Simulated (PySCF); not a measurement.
Predicted microwave data (PBE0-D3(BJ)/def2-SVP geometry optimisation, gas phase in PySCF) for one isomer of C5H4F4O2:

| Property | Result |
| --- | --- |
| Rotational constants | A = 1972, B = 800.6, C = 700.8 MHz |
| Dipole components | \|μa\| = 1.69 D, \|μb\| = 1.26 D, \|μc\| = 0.93 D |
| Inertial defect | -166.47 u·Å² |
| κ | -0.84 |

**Question.** Which candidate fits, each taken in the one conformer that was computed?
A. `[O:1]=[C:2]1[CH2:3][O:4][C@@H:5]1[C@H:6]([F:7])[C:8]([F:9])([F:10])[F:11]` with O4–C5–C6–F7 -65°
B. `[O:1]=[C:2]1[O:3][C@@H:4]([F:5])[C@H:6]1[CH2:7][C:8]([F:9])([F:10])[F:11]` with C4–C6–C7–C8 -87°
C. `[F:1]/[CH:2]=[CH:3]/[O:4]/[CH:5]=[C:6](/[F:7])[O:8][CH:9]([F:10])[F:11]` with C2–C3–O4–C5 177°, C3–O4–C5–C6 174°, C5–C6–O8–C9 109°, C6–O8–C9–F10 171°
D. `[F:1]/[CH:2]=[CH:3]\[O:4]/[CH:5]=[C:6](/[F:7])[O:8][CH:9]([F:10])[F:11]` with C2–C3–O4–C5 -3°, C3–O4–C5–C6 174°, C5–C6–O8–C9 117°, C6–O8–C9–F10 -73°
E. `[O:1]=[C:2]([C@@H:3]1[O:4][CH2:5][C@H:6]1[F:7])[C:8]([F:9])([F:10])[F:11]` with O1–C2–C3–O4 -159°
F. `[F:1][C@H:2]1[CH:3]=[C:4]([O:5][C:6]([F:7])([F:8])[F:9])[CH2:10][O:11]1` with C3–C4–O5–C6 9°

**Answer.** E. It is O=C([C@@H]1OC[C@H]1F)C(F)(F)F, an asymmetric top, point group C1. The candidates at the same level (rigid rotor, commonest isotopes):

```
                       SMILES  A (MHz)  B (MHz)  C (MHz)  μa (D)  μb (D)  μc (D)  Δ (u·Å²)  point group                        rotor
O=C1CO[C@@H]1[C@H](F)C(F)(F)F     1993    798.3    738.5    1.34    1.50    1.15   -202.28           C1  near-prolate asymmetric top
        F/C=C\O/C=C(/F)OC(F)F     2294    496.4    436.9    1.33    0.16    0.64    -81.58           C1  near-prolate asymmetric top
     F[C@H]1C=C(OC(F)(F)F)CO1     2555    620.7    567.8    0.98    0.73    0.93   -121.95           C1  near-prolate asymmetric top
O=C([C@@H]1OC[C@H]1F)C(F)(F)F     1972    800.6    700.8    1.69    1.26    0.93   -166.47           C1               asymmetric top
        F/C=C/O/C=C(/F)OC(F)F     1915    454.1    387.8    0.27    1.53    1.04    -73.80           C1  near-prolate asymmetric top
O=C1O[C@@H](F)[C@H]1CC(F)(F)F     1976    707.5    599.0    1.09    0.39    1.11   -126.48           C1               asymmetric top
```

`O=C1CO[C@@H]1[C@H](F)C(F)(F)F` has C 5 % too high; `F/C=C/O/C=C(/F)OC(F)F` has C 45 % too low; `F[C@H]1C=C(OC(F)(F)F)CO1` has A 30 % too high; `O=C1O[C@@H](F)[C@H]1CC(F)(F)F` has C 15 % too low; `F/C=C\O/C=C(/F)OC(F)F` has B 38 % too low. No structure here is proved a minimum.
